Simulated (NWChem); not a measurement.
# SiH₂O₂ClF; SMILES O[Si](O)(F)Cl

```xyz
7

O      0.0141    -1.0195     1.4707
Si    -0.0122    -0.3342    -0.0149
O     -1.3502    -0.8282    -0.8008
F      1.3265    -0.7582    -0.8050
Cl    -0.0125     1.7005     0.0401
H      0.8009    -0.9114     2.0131
H     -1.6670    -1.7145    -0.6005
```
Atoms are numbered in this order, from 1.

The geometry was optimised at PBE0/def2-SVP.

Q: List the 4 lowest vertical singlet excitations and the 4 lowest triplet ones from B3LYP/6-31G* (spherical d), TDA (NWChem).

A: 
| state | energy (eV) | oscillator strength | leading excitation (squared amplitude) |
|---|---|---|---|
| S1 | 8.21 | 0.014 | HOMO → LUMO (0.94) |
| S2 | 8.28 | 0.008 | HOMO−1 → LUMO (0.91) |
| S3 | 8.71 | 0.006 | HOMO−2 → LUMO (0.91) |
| S4 | 9.24 | 0.104 | HOMO−3 → LUMO (0.87) |
| T1 | 7.77 | spin-forbidden | HOMO → LUMO (0.77) |
| T2 | 7.85 | spin-forbidden | HOMO−1 → LUMO (0.71) |
| T3 | 8.24 | spin-forbidden | HOMO−2 → LUMO (0.78) |
| T4 | 8.53 | spin-forbidden | HOMO−3 → LUMO (0.69) |
